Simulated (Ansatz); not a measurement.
Consider the formal exchange of groups at the Al–Si bond: `[NH2][AlH][SiH]([SiH3])Cl` + `C=C` → `C=[CH][AlH][NH2]` + `[SiH3][SiH2]Cl`.

Computed with Ansatz on PBE0-D4/def2-TZVP structures; ΔE is electronic, products minus reactants. CCSD(T)/CBS adds triple-zeta CCSD(T) − MP2 to the extrapolated MP2 energy (def2 sets, frozen cores). This one scheme is used for every species. DFT in def2-TZVPP. B3LYP here is the variant with VWN-RPA as its local correlation; programs differ in this. One conformer a species, not always the lowest.

Task: Is it downhill or uphill in electronic energy at CCSD(T)/CBS, and by how much? (Estimate.)

Result: Computed: Uphill: ΔE = +1.7 kcal/mol.

Task: What do these levels give: PBE-D4, r2SCAN-D4, PBE0-D4, B3LYP-D4, ωB97X-V, PBE, r2SCAN, PBE0, MP2/def2-TZVPP, MP2/def2-QZVPP, SCS-MP2/def2-QZVPP, MP2/CBS(def2)? (An estimate is asked.)

Result: The calculation gave: PBE-D4 4.9, r2SCAN-D4 2.3, PBE0-D4 4.1, B3LYP-D4 2.1, ωB97X-V 1.6, PBE 4.3, r2SCAN 2.0, PBE0 3.5, MP2/def2-TZVPP 0.1, MP2/def2-QZVPP 0.2, SCS-MP2/def2-QZVPP -0.2, MP2/CBS(def2) 0.4 kcal/mol.

Largest T1 diagnostic among the species: 0.012.

The D4 term adds +0.9 kcal/mol with B3LYP and +0.6 kcal/mol with PBE0; it sums over pairs of atoms, weighted by their polarisabilities, and B3LYP, whose exchange is more repulsive, gets the larger term. From PBE to PBE0 (25 % exact exchange), in def2-TZVPP and without D4, ΔE moves by −0.8 kcal/mol. In def2-TZVPP, CCSD(T) changes the Hartree–Fock value by +2.5 kcal/mol (the triples alone add +0.4 kcal/mol) and MP2 by +1.1 kcal/mol.
